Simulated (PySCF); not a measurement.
C2H4BFO, SMILES B(C=C)(F)O.

The structure is a stationary point at PBE0-D3(BJ)/def2-SVP. The values are those of a single conformer.

Method: TDDFT-LC-ωPBE/def2-SVPD run with PySCF 2.14.0.

Vertical excitations. Isolated molecule, no solvent.

Problem. List the lowest excited states. (Estimate from the structure and the level; the computed values follow.)

Solution. 
| state | energy (eV) | λ (nm) | f | main pairs |
|---|---|---|---|---|
| S1 | 6.72 | 184 | 0.000 | HOMO−1→LUMO 96 % |
| S2 | 6.97 | 178 | 0.328 | HOMO→LUMO 98 % |
| S3 | 8.15 | 152 | 0.030 | HOMO→LUMO+1 82 % |
| S4 | 8.46 | 147 | 0.001 | HOMO−3→LUMO 81 % |
| S5 | 9.16 | 135 | 0.041 | HOMO→LUMO+3 69 % |
| S6 | 9.19 | 135 | 0.094 | HOMO−2→LUMO 84 % |
| S7 | 9.27 | 134 | 0.016 | HOMO−1→LUMO+1 74 % |
| S8 | 9.29 | 134 | 0.003 | HOMO−4→LUMO 59 %, HOMO−5→LUMO 13 % |
| S9 | 9.59 | 129 | 0.003 | HOMO→LUMO+2 67 %, HOMO−2→LUMO+1 15 % |
| S10 | 9.81 | 126 | 0.052 | HOMO−2→LUMO+1 52 %, HOMO→LUMO+2 11 % |
| T1 | 3.83 | 324 | 0 | HOMO→LUMO 92 % |
| T2 | 6.04 | 205 | 0 | HOMO−1→LUMO 94 % |
| T3 | 7.86 | 158 | 0 | HOMO−3→LUMO 77 %, HOMO−5→LUMO 13 % |
| T4 | 7.98 | 155 | 0 | HOMO→LUMO+1 78 % |
Triplets are in the Tamm–Dancoff approximation, which puts them higher than full response would, so one can lie above its singlet here.
